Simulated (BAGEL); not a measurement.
## C2HF3O2 (trifluoroacetic acid): the vertical ionisation energy from total energies

C2HF3O2: 8 atoms, total charge 0, spin state singlet. SMILES: `O=C(O)C(F)(F)F`. The shape is that of a PBE0-D4/def2-TZVP optimisation. This is one conformer, not always the lowest.

Both states at this one shape; open shells run unrestricted unless said. 1 Eh = 27.2114 eV.

| level | program | singlet C2HF3O2 (Eh) | doublet [C2HF3O2]+ (Eh) | HOMO of the first (eV) |
| --- | --- | --- | --- | --- |
| HF/STO-3G (density fitting with qzvpp-jkfit) | BAGEL | -517.166264 | -516.888163 | -9.74 |
| HF/3-21G (density fitting with tzvpp-jkfit) | BAGEL | -521.492504 | -521.090195 | -13.48 |

Q: Work out the vertical ionisation energy at each level.

A: 
1. HF/STO-3G (density fitting with qzvpp-jkfit): -516.888163 − (-517.166264) = 0.278101 Eh = 7.57 eV; −ε(HOMO) = 9.74 eV.
2. HF/3-21G (density fitting with tzvpp-jkfit): -521.090195 − (-521.492504) = 0.402309 Eh = 10.95 eV; −ε(HOMO) = 13.48 eV.

No measured value is set beside it here; the levels span 7.57 to 10.95 eV. In Hartree–Fock, −ε(HOMO) (Koopmans) exceeds the difference of totals by the orbital relaxation of the ion. Minimal sets are far from the basis-set limit. The second state's dipole differs much between rows, so they may not all be the same state.
